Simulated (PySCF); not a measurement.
C₃H₆GeO, SMILES [CH3][Ge@H]1[CH]=C[O]1.

Geometry: B3LYP-D3(BJ)/def2-SVP. The structure was generated by enumeration; whether it is a known compound was not checked.

All values below come from PySCF with r2SCAN/def2-TZVP.

```json
{
  "total_energy": "-2270.08667 hartree",
  "highest_occupied_level": "-5.41 eV",
  "lowest_empty_level": "-0.68 eV",
  "orbital_gap": "4.73 eV",
  "dipole_moment": "1.97 D",
  "quadrupole, principal values (traceless, Buckingham form, about the centre of nuclear charge)": "-3.31, -2.14, 5.45 D·Å",
  "mean_static_polarisability": "65.7 bohr³ (9.74 Å³)",
  "polarisability_principal_values": "56.5, 60.2, 80.4 bohr³"
}
```
